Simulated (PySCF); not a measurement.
Species: C4H14B3N3.
Atom-mapped SMILES: `[CH3:1][C:2]([CH3:3])([CH3:4])[N:5]1[BH:6][NH:7][BH:8][NH:9][BH:10]1` (hydrogens: H11, H12, H13 on C1; H14, H15, H16 on C3; H17, H18, H19 on C4; H20 on B6; H21 on N7; H22 on B8; H23 on N9; H24 on B10)

Computed with PySCF at PBE0/pcSseg-1, non-relativistic, on one gas-phase PBE0-D3(BJ)/def2-SVP geometry that isn't relaxed in the solvent. The solvent is an IEF-PCM continuum (Bondi radii, 1.10 Å for H, scaled by 1.2). Specific hydrogen bonds and non-electrostatic terms are outside this model.

Gas phase at PBE0/pcSseg-1: HOMO -7.52 eV, LUMO 0.42 eV, dipole 0.31 D.

Question: What does the continuum do to the energy, the frontier levels and the dipole at PBE0/pcSseg-1 in chloroform?

Answer: 
```csv
solvent,ε,E(solvent) − E(gas) (kcal/mol),polarisation term (kcal/mol),distortion of the solute (kcal/mol),HOMO (eV),LUMO (eV),dipole (D)
chloroform,4.711,-2.11,-2.23,0.12,-7.49,0.40,0.42
```

The first energy column is the sum of the next two and covers electrostatics alone.

Question: Which Hirshfeld charges (PBE0/pcSseg-1) respond most in chloroform (means over atoms taken as equivalent)?

Answer: 
```
   atoms             environment  gas (e)  solvent (e)  change
 H21/H23            N–H hydrogen   +0.133       +0.140  +0.007
      B8  three-coordinate boron   +0.156       +0.152  -0.004
  B6/B10  three-coordinate boron   +0.154       +0.151  -0.003
     H22            B–H hydrogen   -0.069       -0.071  -0.002
 H20/H24            B–H hydrogen   -0.064       -0.065  -0.001
      N5    boron-bound nitrogen   -0.154       -0.155  -0.001
C1/C3/C4           methyl carbon   -0.119       -0.119   0.000
H11 (×9)         methyl hydrogen   +0.039       +0.040  +0.001
```

Question: How do the nuclear quadrupole coupling constants eQVzz/h respond in chloroform?

Answer: 
| nucleus | Q (barn) | gas (MHz) | solvent (MHz) | η gas | η solvent |
| --- | --- | --- | --- | --- | --- |
| 14N at N5 | 0.02044 | 2.18 | 2.13 | 0.33 | 0.31 |
| 11B at B6 | 0.04059 | 3.51 | 3.50 | 0.08 | 0.08 |
| 14N at N7 | 0.02044 | 1.77 | 1.61 | 0.35 | 0.33 |
| 11B at B8 | 0.04059 | 3.55 | 3.53 | 0.09 | 0.09 |
| 14N at N9 | 0.02044 | 1.78 | 1.63 | 0.38 | 0.36 |
| 11B at B10 | 0.04059 | 3.47 | 3.45 | 0.12 | 0.12 |
